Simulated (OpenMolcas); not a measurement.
**Ti2+: ligand-field states by method**

Ti2+ with its 8 nearest fluoride ions at 2.373 Å, on the Sr site of SrF2 (a = 5.796 Å, distance in the model lattice 2.510 Å). The rest of the host is ab initio model potentials to 7.6 Å and point charges beyond; the distance is set by hand and nothing relaxes. Ligand basis ANO-RCC-VDZP.

```json
{
 "Program": "OpenMolcas",
 "Basis": "ANO-RCC-VDZP [5s4p2d1f]",
 "Scalar Hamiltonian": "DKH2, point nucleus",
 "Active space": "2 electrons in 5 orbitals (3d)",
 "State averaging": "2S+1 = 3 even, 10 roots; 2S+1 = 1 even, 15 roots",
 "Spin-orbit coupling": "state interaction with AMFI integrals over the reference wave functions"
}
```

I. CASSCF
II. SS-CASPT2, IPEA 0.25 Eh, imaginary shift 0.1 Eh (closed shells correlated: 3s 3p and the ligand valence shells)

Spin-free states (labels of O, the rotations of Oh) in cm-1, each column counted from its own energy of the first state listed:

```json
{"State": "3A2", "Degeneracy": "1", "I": "0", "II": "0"}
{"State": "3T2", "Degeneracy": "3", "I": "5715", "II": "5580"}
{"State": "3T1", "Degeneracy": "3", "I": "9875", "II": "9890"}
{"State": "1E", "Degeneracy": "2", "I": "12420", "II": "9610"}
{"State": "1T2", "Degeneracy": "3", "I": "17987", "II": "14930"}
{"State": "1A1", "Degeneracy": "1", "I": "19932", "II": "16750"}
{"State": "3T1", "Degeneracy": "3", "I": "20658", "II": "18200"}
{"State": "1T1", "Degeneracy": "3", "I": "22526", "II": "20130"}
{"State": "1E", "Degeneracy": "2", "I": "27011", "II": "25330"}
{"State": "1T2", "Degeneracy": "3", "I": "27345", "II": "25460"}
{"State": "1A1", "Degeneracy": "1", "I": "49913", "II": "41480"}
```

From I to II, I's first state of the same spin (3T2) moves from 5715 to 5580 cm-1, by about -140 cm-1.

From I to II, I's first state of another spin (1E) moves from 12420 to 9610 cm-1, by about -2800 cm-1.

χT at 300 K: I 1.02, II 1.02 cm3 K/mol.

Roots that are degenerate in the reference are averaged as groups; the widest CASPT2 spread within a group is 590 cm-1 (the 3-fold group of multiplicity 3 near 5580 cm-1 above the lowest state of its run, II). Shifts and gaps below about the spread of the groups concerned are not significant. Over all roots computed the reference weight is 0.69 to 0.70 in II; a low but even weight reflects the number of correlated electrons. Ligand-to-metal charge-transfer states are missing. With no ligand orbital active B as a rule stays too high, so bands that hang on it stand too high and its fall with covalency is understated. Without dynamic correlation the repulsion within the d shell is too large (B by tens of per cent), so at a given field states of lower spin stand too high (holds for I). With metal d orbitals alone and no dynamic correlation 10Dq can be off by a tenth to a fifth, either way, in oxide and fluoride hosts (holds for I). These CASPT2 states fit no ligand-field parameters well, so their order and spin gaps are uncertain (holds for II). With one d shell and no ligand orbital active, 10Dq can be off by tens of per cent for divalent 3d ions, low with halides held by bare charges and at times high in hosts (holds for II). Free-ion shares, where given, are those of the reference states; single-state CASPT2 does not remix them (holds for II). No measured value stands beside these numbers; the geometry was set by hand and not optimised.
